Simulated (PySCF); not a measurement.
Ligand exchange on a metal centre used in film growth or etching (Zn Cl-NH2). All species are isolated molecules in the gas phase. One relaxed conformer stands for each flexible species; it need not be the lowest.

The HOMO from two functionals at the same geometries (PBE-D3(BJ)/def2-SVP), both in PySCF: PBE-D3(BJ)/def2-TZVP and B3LYP-D3(BJ)/def2-TZVP. B3LYP has the VWN-RPA correlation part, as in Gaussian. 

| species | PBE-D3(BJ)/def2-TZVP (eV) | B3LYP-D3(BJ)/def2-TZVP (eV) |
|---|---|---|
| 0 of 2 Cl replaced by NH2 ([Zn(Cl)2]) | -7.74 | -8.86 |
| 1 of 2 Cl replaced by NH2 ([Zn(Cl)(NH2)]) | -6.19 | -7.31 |
| 2 of 2 Cl replaced by NH2 ([Zn(NH2)2]) | -5.53 | -6.63 |

Over these rows, drawn at random from the members with no instability flagged (it was tested for open shells, ions and some series alone), PBE minus B3LYP-D3(BJ): mean +1.11 eV, from +1.10 eV to +1.11 eV.
